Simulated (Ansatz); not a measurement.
C₂H₇ClSi₂, SMILES `[SiH3]C1(Cl)C[SiH2]1` at its PBE0-D4/def2-TZVP geometry, where that method's forces vanish. The species carries charge 0 and has multiplicity 1.

```json
{"atom": "Si1", "x (Å)": "-1.600", "y (Å)": "0.098", "z (Å)": "0.681"}
{"atom": "C2", "x (Å)": "0.240", "y (Å)": "0.259", "z (Å)": "0.439"}
{"atom": "Cl3", "x (Å)": "1.010", "y (Å)": "1.077", "z (Å)": "1.815"}
{"atom": "C4", "x (Å)": "1.018", "y (Å)": "-0.948", "z (Å)": "-0.125"}
{"atom": "Si5", "x (Å)": "0.967", "y (Å)": "0.507", "z (Å)": "-1.259"}
{"atom": "H6", "x (Å)": "-2.213", "y (Å)": "1.439", "z (Å)": "0.842"}
{"atom": "H7", "x (Å)": "-1.902", "y (Å)": "-0.738", "z (Å)": "1.873"}
{"atom": "H8", "x (Å)": "-2.157", "y (Å)": "-0.565", "z (Å)": "-0.530"}
{"atom": "H9", "x (Å)": "0.442", "y (Å)": "-1.848", "z (Å)": "-0.316"}
{"atom": "H10", "x (Å)": "1.961", "y (Å)": "-1.151", "z (Å)": "0.374"}
{"atom": "H11", "x (Å)": "0.063", "y (Å)": "0.516", "z (Å)": "-2.427"}
{"atom": "H12", "x (Å)": "2.171", "y (Å)": "1.352", "z (Å)": "-1.367"}
```

Q: For each bond, give half the difference of the two atoms' forces along it (eV/Å; positive pushes the atoms apart) under PBE-D4, r2SCAN-D4, B3LYP-D4, ωB97M-V in def2-TZVPP. (Estimate.)

A: Ansatz gave: 
| bond | length (Å) | PBE-D4 | r2SCAN-D4 | B3LYP-D4 | ωB97M-V |
| --- | --- | --- | --- | --- | --- |
| Si1–C2 | 1.862 | -0.04 | -0.07 | -0.02 | -0.01 |
| Si1–H6 | 1.483 | 0.06 | -0.03 | -0.07 | -0.09 |
| Si1–H7 | 1.487 | 0.08 | -0.02 | -0.08 | -0.12 |
| Si1–H8 | 1.490 | 0.07 | -0.02 | -0.08 | -0.10 |
| C2–Cl3 | 1.777 | 0.21 | 0.25 | 0.36 | 0.16 |
| C2–C4 | 1.543 | 0.05 | 0.09 | 0.14 | 0.14 |
| C2–Si5 | 1.864 | 0.19 | 0.07 | 0.07 | -0.01 |
| C4–Si5 | 1.846 | 0.21 | 0.13 | 0.21 | 0.09 |
| C4–H9 | 1.086 | 0.07 | -0.05 | -0.11 | -0.09 |
| C4–H10 | 1.086 | 0.08 | -0.06 | -0.12 | -0.08 |
| Si5–H11 | 1.477 | -0.02 | -0.05 | -0.11 | -0.10 |
| Si5–H12 | 1.475 | 0.01 | -0.05 | -0.12 | -0.12 |

B3LYP here is the variant with VWN-RPA as its local correlation; programs differ in this.
